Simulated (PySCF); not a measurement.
## UHF on Xe(2+) (xenon, charge +2)

Configuration: [Kr] 4d10 5s2 5p4, high-spin 3P determinant. Calculation: PySCF 2.14, in aug-cc-pwCVTZ-DK3 (10s9p7d4f1g, 109 functions); the spin-free X2C one-electron Hamiltonian (Gaussian nucleus).

```
Total energy                                                  : -7442.044005 hartree
One-electron energy                                           : -10154.4587 hartree
Hartree (Coulomb) energy                                      : 2897.8162 hartree
Exchange energy                                               : -185.4015 hartree
⟨S²⟩                                                          : 2.0100
⟨L²⟩                                                          : 2.042
Sum of ⟨r⟩                                                    : 32.90 bohr
Sum of ⟨r²⟩                                                   : 43.21 bohr²
Traceless quadrupole moment −½Σ⟨3z² − r²⟩ along its main axis : -1.86 e·bohr²
Langevin diamagnetic susceptibility                           : -34.2 ×10⁻⁶ cm³/mol
```

```
shell  electrons  mean orbital energy (eV)  spread (eV)  rms radius, mean of both spins (bohr)
 1s α          1                  -34743.7            0                                 0.0306
 1s β          1                  -34743.5            0                                 0.0306
 2s α          1                   -5527.5            0                                  0.124
 2s β          1                   -5527.4            0                                  0.124
 2p α          3                   -4959.4        0.136                                  0.111
 2p β          3                   -4959.2        0.056                                  0.111
 3s α          1                   -1191.3            0                                  0.326
 3s β          1                   -1191.1            0                                  0.326
 3p α          3                   -1002.9        0.334                                  0.326
 3p β          3                   -1002.6        0.009                                  0.326
 3d α          5                   -721.77        0.287                                  0.304
 3d β          5                   -721.65        0.173                                  0.304
 4s α          1                   -250.84            0                                  0.761
 4s β          1                   -250.31            0                                  0.761
 4p α          3                   -188.38        0.716                                  0.815
 4p β          3                   -187.78        0.058                                  0.815
 4d α          5                   -93.943        0.772                                  0.942
 4d β          5                   -93.532        0.381                                  0.942
 5s α          1                   -48.700            0                                   1.93
 5s β          1                   -43.064            0                                   1.93
 5p α          3                   -32.356        1.825                                   2.23
 5p β          1                   -30.070            0                                   2.23
```

Densities and radii are taken from the X2C orbitals without a picture-change correction, which distorts them close to the nucleus.

Spin-orbit constants ζ (cm⁻¹) from the X2C one-electron operator on these orbitals: bare nucleus, nucleus screened by l(l+1)(2l+1)/3 electrons, and screened by the Breit-Pauli mean field of the electrons.

```json
{"shell": "2p", "bare": "1726000", "screened nucleus": "1662000", "mean field": "n/a"}
{"shell": "3p", "bare": "332200", "screened nucleus": "319900", "mean field": "n/a"}
{"shell": "3d", "bare": "50690", "screened nucleus": "41310", "mean field": "n/a"}
{"shell": "4p", "bare": "63650", "screened nucleus": "61300", "mean field": "n/a"}
{"shell": "4d", "bare": "7493", "screened nucleus": "6106", "mean field": "n/a"}
{"shell": "5p", "bare": "7582", "screened nucleus": "7301", "mean field": "n/a"}
```

To first order the Landé constant is A = -3651 cm⁻¹, so the lowest level has J = 2 and lies 0.453 eV below the centre of the term. This holds in LS coupling only.
